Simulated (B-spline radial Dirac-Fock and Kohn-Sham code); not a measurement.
The computed values come from a radial B-spline solver: relaxed Dirac-Fock hole states (ΔSCF) with Breit and QED corrections and a finite nucleus. Free neutral atoms up to Cf, the lines Kα1, Kβ1, Lα1, Lβ1, Lβ2, Lγ1, Lℓ and Mα1 where both subshells are closed (so no Lα of most 3d metals and no Mα of most lanthanides); Na, Y were not searched.

Q: Zn Lβ1 is computed at 1036.9 eV. Which of the searched lines of other elements lie within 46 eV and could overlap it in an energy-dispersive spectrum?

A: Ge Lℓ at 1032.9 eV (-4).
